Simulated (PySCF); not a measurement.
## FeCl₂: from structure and modes to constants

Computed with UB3LYP/[Fe def2-SVP, Cl def2-SVP], no relativity, density fitting, PySCF.

The quintet minimum has D∞h symmetry. Masses (u): Fe 55.93494, Cl 34.96885.

```xyz
3
charge 0 multiplicity 5, angstrom
Fe    0.0000    0.0000    0.0000
Cl    2.1531    0.0000    0.0000
Cl   -2.1531    0.0000    0.0000
```

Harmonic wavenumbers (cm⁻¹): 70.6 (πu, ×2), 342.4 (σg+, ×1), 500.5 (σu+, ×1).

Find the principal moments of inertia and the rotational constants. What kind of rotor is it?

About the centre of mass I = 324.22 u Å². With B = 16.8576/I this gives 0.052 cm⁻¹. The molecule is linear.

What is the harmonic zero-point energy?

Half the sum of all 4 wavenumbers, 984/2 = 492 cm⁻¹, which is 5.9 kJ/mol (1 cm⁻¹ = 0.0119627 kJ/mol).

Find the vibrational entropy and heat capacity at 298.15 K.

With u = 1.43878 ω/T, each mode gives S = R[u/(eᵘ−1) − ln(1−e⁻ᵘ)] and C = R u² eᵘ/(eᵘ−1)².
| ω (cm⁻¹) | u | S (J/(mol K)) | C (J/(mol K)) |
| --- | --- | --- | --- |
| 70.6 (×2) | 0.341 | 17.31 | 8.23 |
| 342.4 | 1.652 | 5.02 | 6.66 |
| 500.5 | 2.415 | 2.75 | 5.23 |
The sums over all modes are S = 42.4 and C = 28.4 J/(mol K); the softest mode gives 41 % of the entropy (each member, where degenerate).

Give the standard entropy (298.15 K, 1 bar) by its translational, rotational, vibrational and spin parts, and Cp.

Sackur–Tetrode with M = 125.87 u gives 169.2; rotation with symmetry number 2 gives 71.5; vibration 42.4; spin R ln 5 = 13.4. The total is 296.4 J/(mol K), and Cp = 7/2 R + 28.4 = 57.5 J/(mol K).

Find the bond force constant k and the stretch–stretch coupling k′ of the valence force field.

For linear XMX, 4π²c²ω(σg)² = (k + k′)/mX and 4π²c²ω(σu)² = (k − k′)(1 + 2mX/mM)/mX. So k + k′ = 2.415 and k − k′ = 2.293 mdyn/Å, giving k = 2.354 and k′ = 0.061 mdyn/Å.

Other isomers or separated fragments may lie lower. With open d or f shells other occupations or spin states may lie lower.
